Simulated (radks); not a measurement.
Q: These are the eigenvalues of the occupied orbitals of an atom or ion with whole-number occupations (eV). All-electron calculation, scalar-relativistic Kohn-Sham, BP86, spin-polarised, spherical densities, finite nucleus; Fermi nuclear charge, rms radius of each element as measured or else 0.836 A^(1/3) + 0.57 fm. Program: a radial shooting solver on a logarithmic mesh with Libxc functionals.

1s up: -27869.97
1s down: -27867.96
2s up: -5248.219
2s down: -5240.129
2p up: -4852.319
2p down: -4845.884
3s up: -1841.550
3p up: -1713.838
3p down: -1699.348
3d up: -1540.798
4f up: -733.4714

Which element is it, and in what charge state? The configuration may be excited. Open shells, if any, are filled with parallel spins first.

A: Z = 48, cadmium, charge +28: Cd28+ in [Ne] 3s1 3p6 3d2 4f1. The list shows which subshells hold electrons but not how many an open one holds; the 1s level, -1024.2 hartree, gives Z - s = 45.3 by -(Z - s)^2/2, which with screening and relativity narrows Z to a few neighbours, and the depths of the outer levels then fix element, charge and occupations together.
